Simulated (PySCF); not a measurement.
C₂H₈GaN (SMILES [CH3][Ga]([CH3])[NH2]), singlet, at a GFN2-xTB geometry (such geometries of metal compounds can be far from the true shape); CAMB3LYP/def2-SV(P) run with PySCF.

The PySCF input:
```python
from pyscf import gto, scf, dft

mol = gto.M(
    atom='''
Ga   -0.007095    0.004606   -0.007141
C    -1.471996   -1.395434   -0.176654
H    -1.039441   -2.374678   -0.395855
H    -2.178722   -1.145049   -0.970708
H    -2.028962   -1.481525    0.759720
C     0.130331    1.800047   -0.949452
H     0.261257    1.666574   -2.026202
H     0.982086    2.367035   -0.567266
H    -0.775641    2.392824   -0.801612
N     1.352702   -0.413562    1.137001
H     2.151404    0.170154    1.350881
H     1.429026   -1.270876    1.670046
''',
    basis='def2-sv(p)',
    charge=0,
    spin=0,
    verbose=4,
)

mf = dft.RKS(mol)
mf.xc = 'camb3lyp'
mf.kernel()
```

What the program printed (banner, timings and long lists left out):

```
PySCF version 2.14.0

[INPUT] verbose = 4
[INPUT] num. atoms = 12
[INPUT] num. electrons = 58
[INPUT] charge = 0
[INPUT] spin (= nelec alpha-beta = 2S) = 0
[INPUT] symmetry False subgroup None
[INPUT] Mole.unit = angstrom
[INPUT] Symbol           X                Y                Z      unit          X                Y                Z       unit  Magmom
[INPUT]  1 Ga    -0.007095000000   0.004606000000  -0.007141000000 AA   -0.013407606854   0.008704078530  -0.013494534256 Bohr   0.0
[INPUT]  2 C     -1.471996000000  -1.395434000000  -0.176654000000 AA   -2.781669296455  -2.636988084906  -0.333827678809 Bohr   0.0
[INPUT]  3 H     -1.039441000000  -2.374678000000  -0.395855000000 AA   -1.964258812644  -4.487491054030  -0.748057535040 Bohr   0.0
[INPUT]  4 H     -2.178722000000  -1.145049000000  -0.970708000000 AA   -4.117187881565  -2.163829009207  -1.834372266924 Bohr   0.0
[INPUT]  5 H     -2.028962000000  -1.481525000000   0.759720000000 AA   -3.834182497150  -2.799676496696   1.435662731355 Bohr   0.0
[INPUT]  6 C      0.130331000000   1.800047000000  -0.949452000000 AA    0.246289895541   3.401595841345  -1.794204248421 Bohr   0.0
[INPUT]  7 H      0.261257000000   1.666574000000  -2.026202000000 AA    0.493704178125   3.149368426321  -3.828966853046 Bohr   0.0
[INPUT]  8 H      0.982086000000   2.367035000000  -0.567266000000 AA    1.855873570770   4.473047877260  -1.071977379778 Bohr   0.0
[INPUT]  9 H     -0.775641000000   2.392824000000  -0.801612000000 AA   -1.465749060984   4.521782024286  -1.514827138165 Bohr   0.0
[INPUT] 10 N      1.352702000000  -0.413562000000   1.137001000000 AA    2.556236308151  -0.781518915527   2.148620493357 Bohr   0.0
[INPUT] 11 H      2.151404000000   0.170154000000   1.350881000000 AA    4.065564343294   0.321544458999   2.552795116879 Bohr   0.0
[INPUT] 12 H      1.429026000000  -1.270876000000   1.670046000000 AA    2.700467764883  -2.401607578283   3.155929555425 Bohr   0.0

nuclear repulsion = 272.236815948281
number of shells = 46
number of NR pGTOs = 178
number of NR cGTOs = 90
basis = def2-sv(p)
ecp = {}

******** <class 'pyscf.dft.rks.RKS'> ********
method = RKS
initial guess = minao
damping factor = 0
level_shift factor = 0
DIIS = <class 'pyscf.scf.diis.CDIIS'>
diis_start_cycle = 1
diis_space = 8
diis_damp = 0
SCF conv_tol = 1e-09
SCF conv_tol_grad = None
SCF max_cycles = 50
direct_scf = True
direct_scf_tol = 1e-13
XC library pyscf.dft.libxc version 7.1.2
    S. Lehtola, C. Steigemann, M. J. T. Oliveira, and M. A. L. Marques,  SoftwareX 7, 1–5 (2018)
XC functionals = camb3lyp
    T. Yanai, D. P. Tew, and N. C. Handy,  Chem. Phys. Lett. 393, 51 (2004)
radial grids:
    Treutler-Ahlrichs [JCP 102, 346 (1995); DOI:10.1063/1.469408] (M4) radial grids

becke partition: Becke, JCP 88, 2547 (1988); DOI:10.1063/1.454033
pruning grids: <function nwchem_prune>
grids dens level: 3
symmetrized grids: False
atomic radii adjust function: <function treutler_atomic_radii_adjust>
small_rho_cutoff = 0
Set gradient conv threshold to 3.16228e-05
Initial guess from minao.
tot grids = 141512
init E= -2059.74979798664
  HOMO = -0.312363586325333  LUMO = -0.0201735011073736  gap/eV = 7.95090
cycle= 1 E= -2060.2398092283  delta_E= -0.49  |g|= 0.662  |ddm|=  3.2
  HOMO = -0.210164000680102  LUMO = 0.055262775117439  gap/eV = 7.22263
cycle= 2 E= -2060.21491365393  delta_E= 0.0249  |g|= 0.783  |ddm|= 0.966
  HOMO = -0.310612823200768  LUMO = 0.0435151815160326  gap/eV = 9.63631
cycle= 3 E= -2060.32181680582  delta_E= -0.107  |g|= 0.0638  |ddm|= 0.535
  HOMO = -0.299680232067534  LUMO = 0.0431831517471783  gap/eV = 9.32979
cycle= 4 E= -2060.32272314683  delta_E= -0.000906  |g|= 0.0274  |ddm|= 0.075
  HOMO = -0.303638575631133  LUMO = 0.043338400071733  gap/eV = 9.44172
cycle= 5 E= -2060.32290779859  delta_E= -0.000185  |g|= 0.00564  |ddm|= 0.0267
  HOMO = -0.302869600557215  LUMO = 0.0439209116610195  gap/eV = 9.43665
cycle= 6 E= -2060.32291310883  delta_E= -5.31e-06  |g|= 0.00214  |ddm|= 0.00702
  HOMO = -0.303213314570362  LUMO = 0.0438566237133582  gap/eV = 9.44425
cycle= 7 E= -2060.32291402465  delta_E= -9.16e-07  |g|= 0.000276  |ddm|= 0.00188
  HOMO = -0.303263047820962  LUMO = 0.0438038378842069  gap/eV = 9.44417
cycle= 8 E= -2060.3229140677  delta_E= -4.31e-08  |g|= 5.99e-05  |ddm|= 0.000613
  HOMO = -0.303253479201598  LUMO = 0.043816796058064  gap/eV = 9.44426
cycle= 9 E= -2060.32291406984  delta_E= -2.14e-09  |g|= 1.46e-05  |ddm|= 0.000144
  HOMO = -0.303256061587553  LUMO = 0.043816163247222  gap/eV = 9.44432
cycle= 10 E= -2060.32291407  delta_E= -1.55e-10  |g|= 3.16e-06  |ddm|= 3.86e-05
  HOMO = -0.303256955538953  LUMO = 0.0438164380911616  gap/eV = 9.44435
Extra cycle  E= -2060.32291407  delta_E= -2.73e-12  |g|= 2.63e-06  |ddm|= 7.92e-06
converged SCF energy = -2060.32291407
```
